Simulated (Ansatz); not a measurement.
Stretching the N4–H5 bond in AlH4N (SMILES [NH2][AlH2]) (multiplicity 1 held, fragments rigid). Energies count from the point at 1.008 Å.
Geometry at that point (charge 0, multiplicity 1):
```xyz
6

Al     0.0120    -0.2825    -0.5859
H     -1.2529    -0.1126    -1.5124
H      1.3042    -1.0927    -0.9873
N     -0.0207     0.4863     1.0085
H     -0.7895     1.0276     1.3727
H      0.7268     0.4464     1.6841
```

Signs of static correlation in cc-pV(T+d)Z, from Ansatz (a first-principles code) runs.

| R (Å) | T1 of restricted CCSD | ⟨S²⟩ of UHF | largest double amplitude of restricted CCSD |
|---|---|---|---|
| 0.807 | 0.011 | 0.000 | 0.033 |
| 0.907 | 0.011 | 0.000 | 0.033 |
| 1.008 | 0.011 | 0.000 | 0.033 |
| 1.109 | 0.012 | 0.000 | 0.033 |
| 1.210 | 0.012 | 0.000 | 0.033 |
| 1.361 | 0.014 | 0.000 | 0.031 |
| 1.512 | 0.015 | … | 0.045 |
| 1.765 | 0.019 | … | 0.087 |
| 2.017 | 0.024 | 0.839 | 0.241 |
| 2.319 | 0.031 | 0.948 | 0.393 |
| 2.722 | 0.041 | 1.007 | 0.556 |
| 3.227 | 0.050 | 1.007 | 0.701 |

Some entries are withheld; supply them.


- 1.512, ⟨S²⟩ of UHF: 0.066
- 1.765, ⟨S²⟩ of UHF: 0.614

Doubts at one or more of the structures used: a restricted determinant that unrestricted orbitals would lower (R-CCSD(T)/cc-pV(T+d)Z); other coupled-cluster roots lie near (R-CCSD(T)/cc-pV(T+d)Z); a spin-contaminated determinant (U-CCSD(T)/cc-pV(T+d)Z); T1 above 0.05 (U-CCSD(T)/cc-pV(T+d)Z).
